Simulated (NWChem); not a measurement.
**Dipole moment of isocyanic acid (CHNO)**

```
C
O 1 1.1649
N 1 1.2104 2 172.97
H 3 1.0086 1 128.31 2 180.00
```
Charge 0, spin multiplicity 1.

Program: NWChem. The geometry was optimised at PBE0/def2-SVP, a minimum by its harmonic frequencies.

Basis set: 6-31G*. The CCSD dipole comes from the Λ equations, without orbital relaxation.

```json
[
 {"method": "PBE", "dipole moment (D)": "2.17", "difference from CCSD": "-0.16"},
 {"method": "HF", "dipole moment (D)": "2.52", "difference from CCSD": "+0.18"},
 {"method": "B3LYP", "dipole moment (D)": "2.26", "difference from CCSD": "-0.08"},
 {"method": "BHandHLYP", "dipole moment (D)": "2.38", "difference from CCSD": "+0.04"},
 {"method": "CCSD", "dipole moment (D)": "2.34", "difference from CCSD": "0.00"}
]
```

The values span 0.35 D, from PBE (lowest) to HF (highest). 

The correlated methods keep 3 core orbitals frozen. B3LYP has NWChem's definition, with VWN1-RPA local correlation. The Pople sets run with spherical d functions. Coupled-cluster values serve here as a point of comparison, not as the truth.
